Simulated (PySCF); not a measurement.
## Electron correlation in Cl (chlorine, neutral)

[Ne] 3s2 3p5, 2P determinant. All numbers are calculated (PySCF 2.14, scalar relativity by spin-free X2C-1e, in x2c-TZVPall (5s5p2d1f, 37 functions)). Frozen: [Ne]; 7 electrons correlated.

MP2 pair energies summed by pair of shells (mhartree):

```tsv
pair	energy	share (%)
3p-3p	-96.44	62.1
3s-3p	-49.94	32.2
3s-3s	-8.86	5.7
```

Total MP2 correlation energy: -155.25 mhartree.

Same-spin part -36.17 and opposite-spin part -119.07 mhartree; SCS-MP2 scales them by 1/3 and 6/5 to -154.94 mhartree.

```json
{"level": "CCSD", "correlation energy (mhartree)": "-179.33"}
{"level": "(T)", "correlation energy (mhartree)": "-5.64"}
{"level": "CCSD(T)", "correlation energy (mhartree)": "-184.97"}
```

Diagnostics: T1 = 0.0071, D1 = 0.0236, largest double amplitude 0.054.

Cost of the coupled-cluster step: 0.47 s of wall time on 1 thread of Neoverse-V2 (shared host), for 7 correlated electrons.

Iterations:

```
CC2 = 0
CCSD nocc = (np.int64(4), np.int64(3)), nmo = (32, 32)
frozen orbitals [[0, 1, 2, 3, 4], [0, 1, 2, 3, 4]]
max_cycle = 100
direct = 0
conv_tol = 1e-08
conv_tol_normt = 1e-06
diis_space = 8
diis_start_cycle = 0
Init t2, MP2 energy = -0.155245816620796
Init E_corr(UCCSD) = -0.155245816624292
cycle = 1  E_corr(UCCSD) = -0.173860851714162  dE = -0.0186150351  norm(t1,t2) = 0.0397315
cycle = 2  E_corr(UCCSD) = -0.177705612625374  dE = -0.00384476091  norm(t1,t2) = 0.0126558
cycle = 3  E_corr(UCCSD) = -0.179389439368557  dE = -0.00168382674  norm(t1,t2) = 0.00512042
cycle = 4  E_corr(UCCSD) = -0.179325056530947  dE = 6.43828376e-05  norm(t1,t2) = 0.000664419
cycle = 5  E_corr(UCCSD) = -0.179325901677816  dE = -8.45146869e-07  norm(t1,t2) = 9.82418e-05
cycle = 6  E_corr(UCCSD) = -0.17932642907258  dE = -5.27394764e-07  norm(t1,t2) = 2.22921e-05
cycle = 7  E_corr(UCCSD) = -0.179326440925882  dE = -1.1853302e-08  norm(t1,t2) = 5.79102e-06
cycle = 8  E_corr(UCCSD) = -0.179326433024407  dE = 7.90147489e-09  norm(t1,t2) = 1.5851e-06
cycle = 9  E_corr(UCCSD) = -0.17932642799068  dE = 5.03372782e-09  norm(t1,t2) = 3.52615e-07
UCCSD converged
E(UCCSD) = -461.0671107925268  E_corr = -0.1793264279906795
UCCSD(T) correction = -0.00564423831731169
```
